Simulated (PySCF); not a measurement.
**Yb: ionisation energy**

Yb [Xe] 4f14 6s2 (1S) → Yb⁺ [Xe] 4f14 6s1 (2S), as a difference of total energies. All numbers are calculated (PySCF 2.14, the spin-free X2C one-electron Hamiltonian (Gaussian nucleus), in cc-pVDZ-X2C (8s7p5d3f1g, 84 functions)). Correlated levels: valence and next inner shell: [Ar] 3d10 frozen. The calculations carry no spin-orbit coupling.

| method | ionisation energy (eV) | error (eV) |
| --- | --- | --- |
| UHF | 5.140 | -1.114 |
| MP2 (valence and next inner shell) | 6.162 | -0.092 |
| SCS-MP2 (valence and next inner shell) | 6.154 | -0.100 |
| CCSD (valence and next inner shell) | 6.070 | -0.184 |
| CCSD(T) (valence and next inner shell) | 6.171 | -0.083 |

Reference: 6.254 eV (measured; NIST Atomic Spectra Database, ionization energies).

Errors of the correlated levels include the incompleteness of this basis and the frozen core.
